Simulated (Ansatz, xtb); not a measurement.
Stretching the Se2–H6 bond in H4SeSi (SMILES [SiH3][SeH]) (multiplicity 1 held, fragments rigid). Energies count from the point at 1.472 Å.
Geometry at that point (charge 0, multiplicity 1):
| atom | x (Å) | y (Å) | z (Å) |
|---|---|---|---|
| Si | -1.4109 | -0.5597 | 0.0508 |
| Se | 0.7062 | 0.3230 | -0.0277 |
| H | -1.6337 | -1.3177 | 1.3013 |
| H | -2.3080 | 0.6138 | 0.0017 |
| H | -1.6695 | -1.4457 | -1.1051 |
| H | 1.3547 | -0.9972 | 0.0329 |

U- levels take the lowest unrestricted solution at each point, which mixes spins at long bonds. Active spaces are followed from a long bond inwards. Left out are points that failed, MP2 points that dive below the minimum, coupled-cluster points behind a jump of the amplitudes or a sharp parting from full CI or MRCI, small-basis points behind a change of solution, and semi-empirical points at long bonds. Curves can end on different states.

Frozen-core correlation. Filled d and f shells under p-block atoms count as core.

Programs: Ansatz (Gaussian orbitals); xtb for the GFN methods. Each number belongs to the level named beside it. The GFN methods have no spin term and hold the electronic entropy of 300 K.

Energies in eV.

```csv
R (Å),GFN2-xTB,U-CCSD/def2-SVP,U-CCSD(T)/def2-SVP,"CASSCF(4,3)/def2-SVP","FIC-NEVPT4(SD) on CASSCF(4,3)/def2-SVP","FIC-MRCISD+Q on CASSCF(4,3)/def2-SVP"
1.178,1.05,1.58,1.58,1.67,1.61,1.59
1.325,0.12,0.29,0.30,0.34,0.31,0.30
1.472,0.00,0.00,0.00,0.00,0.00,0.00
1.619,0.18,0.20,0.19,0.14,0.18,0.19
1.767,0.46,0.62,0.61,0.51,0.59,0.60
1.987,0.98,1.39,1.35,1.17,1.31,1.33
2.208,1.52,2.13,2.05,1.78,1.97,1.99
2.576,2.33,2.98,2.91,2.50,2.75,2.77
2.944,2.92,3.29,3.30,2.86,3.14,3.16
3.386,3.33,3.38,3.41,3.03,3.33,3.35
3.975,left out,3.40,3.43,3.09,3.40,3.41
4.711,3.58,3.41,3.44,3.10,3.41,3.43
```

Doubts at one or more of the structures used: a spin-contaminated determinant (U-CCSD/def2-SVP, U-CCSD(T)/def2-SVP); T1 above 0.05 (U-CCSD/def2-SVP, U-CCSD(T)/def2-SVP); active orbitals that take no part (CASSCF(4,3)/def2-SVP, FIC-NEVPT4(SD) on CASSCF(4,3)/def2-SVP, FIC-MRCISD+Q on CASSCF(4,3)/def2-SVP).

Ansatz is a program for electronic structure.
